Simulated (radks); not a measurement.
Values are calculated unless marked as measured or tabulated.
C3+, 3 electrons, occupied as [He] 2s1. Code: a radial shooting solver on a logarithmic mesh with Libxc functionals. Model: non-relativistic Kohn-Sham, LDA (Slater exchange, Perdew-Wang correlation), spin-polarised, spherical densities, point nucleus; open shells are filled with parallel spins first.

Unscreened Slater integrals over Kohn-Sham orbitals (eV). They are taken over the spin-up orbitals.

integral,value
"F0(2s,2s)",19.250
"F0(2s,1s)",26.920
"G0(2s,1s)",2.3745
"F0(1s,1s)",94.618
